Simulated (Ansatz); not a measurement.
The cluster Pd₂S₂, relaxed as a singlet with RKS PBE0-D4/def2-SVP in Ansatz, starting from the GFN2-xTB geometry. Force threshold 0.02 eV/Å.

In the def2 sets Pd takes a core potential; there is no spin–orbit coupling. The restricted singlet is unstable towards broken spin symmetry in Hartree–Fock (as tested in another run); at PBE0-D4/def2-SVP this wasn't settled. No other spin state of charge 0 was run. Another isomer (triplet) lies 0.39 eV lower at PBE0-D4/def2-TZVP; other spin states weren't run for this one.

Start:

| atom | x (Å) | y (Å) | z (Å) |
| --- | --- | --- | --- |
| Pd1 | -0.3923 | 1.4092 | -0.6218 |
| Pd2 | -0.7611 | -1.3498 | -0.3598 |
| S3 | -0.1129 | 0.1370 | 1.3062 |
| S4 | 1.2664 | -0.1965 | -0.3246 |

Q: Estimate the energy that the relaxation releases and the steps that it takes.

A: 0.70 eV, in 11 steps; 28 s on 4 threads of Arm Neoverse V1 on a shared host. No frequencies were taken in this run, so the end may be a saddle point.

Q: Does the start keep its bonding and symmetry?

A: Bonds lost: Pd1–S3, Pd2–S4 (atoms count from 1). Point group C2v at the start, C2 at the end, both within 0.05 Å.

Q: Predict the relaxed structure.

A: 
Cartesian coordinates in Å:
```
Pd -0.324 1.135 -1.191
Pd -1.294 -1.050 -0.189
S 0.212 -0.550 1.359
S 1.406 0.465 0.022
```
Bond lengths (bridged metal pairs left out): 2 × Pd–S 2.22 Å; 1 × Pd–Pd 2.59 Å; 1 × S–S 2.06 Å.
